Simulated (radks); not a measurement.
Neutral palladium inside a hard spherical wall (all orbitals vanish at R), configuration held at [Kr] 4d10 and not refilled when levels cross. Method: scalar-relativistic Kohn-Sham, PBE, spin-polarised, spherical densities, finite nucleus; Fermi nuclear charge, rms radius 4.5318 fm; computed with a radial shooting solver on a logarithmic mesh with Libxc functionals. Eigenvalues in eV for spin up, with the zero of energy where the potential of the charges vanishes at infinity; a dash marks a level that is unbound or too diffuse for the functional's potential to be trusted. A positive occupied level is held by the wall or, in an anion where self-interaction has pushed it up, behind a barrier. The pressure on the wall is -dE/dV.

| R (bohr) | E (hartree) | kinetic (hartree) | e(3d) | e(4s) | e(4p) | e(4d) | e(5s, empty) | e(5p, empty) | pressure (GPa) |
|---|---|---|---|---|---|---|---|---|---|
| free | -5045.79436 | 5233.519 | -325.51 | -85.327 | -51.199 | -4.048 | -3.321 | - | 0 |
| 20 | -5045.79436 | 5233.519 | -325.51 | -85.327 | -51.199 | -4.048 | -3.321 | - | < 0.0001 |
| 8 | -5045.79317 | 5233.528 | -325.39 | -85.217 | -51.090 | -3.949 | -3.154 | 0.578 | 0.0519 |
| 7 | -5045.79039 | 5233.547 | -325.21 | -85.044 | -50.920 | -3.796 | -2.903 | 1.226 | 0.231 |
| 6 | -5045.78066 | 5233.605 | -324.75 | -84.605 | -50.491 | -3.409 | -2.272 | 2.502 | 1.13 |
| 4 | -5045.58638 | 5234.525 | -320.11 | -80.389 | -46.432 | 0.389 | 4.335 | 12.404 | 45.5 |
| 3 | -5044.74377 | 5238.008 | -309.35 | -71.511 | -37.974 | 9.190 | 22.222 | 35.442 | 488 |
| 2.5 | -5043.05333 | 5244.834 | -295.35 | -61.065 | -27.777 | 20.895 | 49.119 | 67.505 | 2130 |
